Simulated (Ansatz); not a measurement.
One change: `CS[SiH](N)F` becomes `CS[SiH](O)F`.

Ansatz, PBE0-D4/def2-TZVP geometries, multiplicity 1. Each molecule was computed in one conformer, which needn't be the lowest.

```tsv
property	`CS[SiH](N)F`
LUMO energy (B3LYP/def2-TZVPP) / eV	0.02
HOMO energy (PBE0/def2-TZVPP) / eV	-7.03
size of the dipole moment (PBE/def2-TZVPP) / D	0.69
LUMO energy (PBE0/def2-TZVPP) / eV	0.28
LUMO energy (PBE/def2-TZVPP) / eV	-0.62
HOMO–LUMO gap (B3LYP/def2-TZVPP) / eV	6.81
```

Task: What does the change do to each property? (An estimate is asked.)

Result: The calculation gave: 
```csv
property,`CS[SiH](O)F`,shift
LUMO energy (B3LYP/def2-TZVPP) / eV,-0.31,-0.33
HOMO energy (PBE0/def2-TZVPP) / eV,-7.29,-0.26
size of the dipole moment (PBE/def2-TZVPP) / D,1.25,0.56
LUMO energy (PBE0/def2-TZVPP) / eV,-0.05,-0.33
LUMO energy (PBE/def2-TZVPP) / eV,-0.97,-0.35
HOMO–LUMO gap (B3LYP/def2-TZVPP) / eV,6.74,-0.07
```

With PBE0 the HOMO falls by 0.26 eV and the LUMO falls by 0.33 eV, so the gap narrows by about 0.07 eV. PBE moves the HOMO by -0.26 eV and ωB97M-V by -0.26 eV. Dipoles are sizes alone; their direction can turn.

B3LYP here is the variant with VWN-RPA as its local correlation; programs differ in this.
